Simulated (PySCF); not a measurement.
Point-charge models of `C=C1[C@@H](C[SiH3])[C@H]1O` against its computed dipole.

Coordinates (GFN2-xTB, Å) and charges (e) from the PBE0/pcSseg-1 density (PySCF):

| atom | x | y | z | Mulliken | IAO | Hirshfeld | ESP-fitted |
| --- | --- | --- | --- | --- | --- | --- | --- |
| C1 | -2.527 | -1.188 | 0.082 | -0.1180 | -0.3214 | -0.1006 | -0.4655 |
| C2 | -1.531 | -0.410 | 0.425 | -0.2168 | -0.0319 | -0.0217 | -0.0602 |
| C3 | -0.096 | -0.277 | 0.738 | -0.2482 | -0.1702 | -0.0529 | -0.0452 |
| C4 | 0.939 | -0.652 | -0.302 | -0.4452 | -0.5285 | -0.1537 | -0.2706 |
| Si5 | 2.461 | 0.498 | -0.249 | +0.4974 | +0.5974 | +0.3097 | +0.3074 |
| C6 | -0.984 | 0.948 | 0.548 | +0.1568 | +0.0559 | +0.0250 | +0.1614 |
| O7 | -0.855 | 1.809 | -0.543 | -0.4075 | -0.5212 | -0.2123 | -0.5856 |
| H8 | -2.429 | -2.263 | 0.073 | +0.1174 | +0.1536 | +0.0477 | +0.1964 |
| H9 | -3.492 | -0.788 | -0.187 | +0.1214 | +0.1567 | +0.0493 | +0.1961 |
| H10 | 0.220 | -0.475 | 1.756 | +0.1429 | +0.1525 | +0.0492 | +0.0798 |
| H11 | 0.486 | -0.631 | -1.296 | +0.1209 | +0.1378 | +0.0352 | +0.0931 |
| H12 | 1.244 | -1.688 | -0.132 | +0.1565 | +0.1569 | +0.0452 | +0.1153 |
| H13 | 2.055 | 1.883 | -0.472 | -0.0565 | -0.1059 | -0.0745 | -0.0729 |
| H14 | 3.385 | 0.062 | -1.299 | -0.0936 | -0.1220 | -0.0815 | -0.0972 |
| H15 | 3.097 | 0.364 | 1.064 | -0.0901 | -0.1213 | -0.0791 | -0.0842 |
| H16 | -1.227 | 1.537 | 1.425 | +0.1346 | +0.1629 | +0.0555 | +0.1051 |
| H17 | -0.754 | 1.284 | -1.344 | +0.2280 | +0.3488 | +0.1592 | +0.4269 |

Form Σ q r in debye for every column and set it beside the full dipole.

The full density gives (-0.13, -1.61, -0.25) D, 1.64 D in size; dipole vectors point from the negative to the positive end.

```tsv
scheme	μx	μy	μz	size (D)	share of the full size (%)	angle to the full dipole (°)
Mulliken	0.87	-0.80	0.14	1.19	73	54
IAO	0.71	-1.22	0.25	1.43	87	40
Hirshfeld	0.01	-0.56	-0.03	0.56	34	7
ESP-fitted	-0.14	-1.64	-0.27	1.67	102	1
```

Which set comes closest?

Length of the difference vector: ESP-fitted 0.03 D, IAO 1.06 D, Hirshfeld 1.09 D, Mulliken 1.34 D. Closest: ESP-fitted. ESP charges are fitted to the potential around the molecule, whose slowest-falling term is the dipole's. The schemes that divide the density aren't constrained to reproduce the dipole.

What is left for the Hirshfeld atoms' own dipoles?

The shares of the density sum to the whole, so what Σ q r misses lies in dipoles about the nuclei. The atomic dipoles sum to (-0.13, -1.61, -0.25) − (0.01, -0.56, -0.03) = (-0.14, -1.05, -0.22) D, 1.09 D in size.

With the origin at the mean of the coordinates, (0.000, 0.001, 0.017) Å, which are the largest single terms, by size, of the Mulliken dipole along the direction of the full one?

O7 +3.19, Si5 -1.53, H8 +1.36, C4 -1.32, H12 +1.19 D; all 17 atoms together +0.70 D. The single terms depend on the origin, their sum doesn't.

Give the size of the full dipole in other units.

1.64 D = 0.644 au = 0.341 e·Å = 5.46 × 10⁻³⁰ C·m.

One conformer (not necessarily the lowest) at the GFN2-xTB geometry, without solvent, vibrations or thermal averaging.

The run behind these numbers computed NMR shieldings as well. On an Arm Neoverse N1 with one thread, shared host with 64 logical CPUs at a one-minute load of 56, this took 50 s wall (grids of density and orbitals included) and 0.80 GiB of memory at its peak.

Conformer computed: `[CH2:1]=[C:2]1[C@@H:3]([CH2:4][SiH3:5])[C@H:6]1[OH:7]`: C2–C3–C4–Si5 144°, H–O7–C6–C3 44°.
